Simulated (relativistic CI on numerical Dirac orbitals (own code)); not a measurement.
# Transition arrays of Sn IX

Computed by Dirac-Coulomb-Breit CI, separate exchange-only KLI orbitals for each configuration, a model potential for QED, valence Slater integrals scaled by 0.9, whole transition arrays (own radial code, finite nucleus).

Configuration list (outside the closed core [Ar] 3d10 4s2): 4p⁶4d⁶, 4p⁶4d⁵4f, 4p⁵4d⁷, 4p⁶4d⁵5p, 4p⁶4d⁵5f. Levels of other configurations are missing.

All E1 lines from the levels of 4p⁶4d⁶; mean and standard deviation are weighted by gf, and upper levels are sorted by their leading configuration.

| Upper configuration | Lines | Σgf | Mean (eV) | Mean (nm) | σ (eV) | Strongest line (nm) |
| --- | --- | --- | --- | --- | --- | --- |
| 4p⁶4d⁵4f | 6419 | 1485.5 | 85.83 | 14.445 | 3.80 | 14.539 |
| 4p⁵4d⁷ | 768 | 437.2 | 90.21 | 13.745 | 3.81 | 13.198 |
| 4p⁶4d⁵5p | 3246 | 148.3 | 62.52 | 19.832 | 1.95 | 20.039 |
| 4p⁶4d⁵5f | 5470 | 318.9 | 107.84 | 11.497 | 3.21 | 11.272 |

Σgf per state of the lower configuration in bins of 0.2 nm over the central range (centre: value): 11.1: 0.15, 11.3: 0.56, 11.5: 0.41, 11.7: 0.18, 11.9: 0.13, 12.1: 0.04, 13.1: 0.14, 13.3: 0.29, 13.5: 0.52, 13.7: 0.56, 13.9: 1.17, 14.1: 1.34, 14.3: 1.51, 14.5: 2.46, 14.7: 0.37, 14.9: 0.28, 15.1: 0.10, 15.3: 0.06, 16.5: 0.03, 16.7: 0.03, 16.9: 0.03, 17.1: 0.03, 17.3: 0.03, 19.1: 0.04, 19.3: 0.05, 19.5: 0.10, 19.7: 0.15, 19.9: 0.12.

Q: How do configuration mixing and the scaling of the Slater integrals move the arrays?

A: Slater scale 0.9, no configuration mixing: 4p⁶4d⁵4f 82.7 ± 3.6 eV (Σgf 1498.9), 4p⁵4d⁷ 81.0 ± 6.4 eV (Σgf 511.3), 4p⁶4d⁵5p 62.5 ± 1.9 eV (Σgf 183.4), 4p⁶4d⁵5f 107.2 ± 2.1 eV (Σgf 9.9); Slater scale 1: 4p⁶4d⁵4f 87.4 ± 4.3 eV (Σgf 1536.8), 4p⁵4d⁷ 91.9 ± 3.5 eV (Σgf 367.9), 4p⁶4d⁵5p 62.6 ± 2.1 eV (Σgf 143.3), 4p⁶4d⁵5f 108.0 ± 3.6 eV (Σgf 387.5); Slater scale 0.8: 4p⁶4d⁵4f 84.1 ± 3.6 eV (Σgf 1395.3), 4p⁵4d⁷ 88.6 ± 3.1 eV (Σgf 536.5), 4p⁶4d⁵5p 62.5 ± 1.8 eV (Σgf 150.9), 4p⁶4d⁵5f 108.0 ± 2.1 eV (Σgf 261.7). With mixing, levels are counted to their leading configuration, so an array can shrink or vanish into another, and the sums then hold other lines.
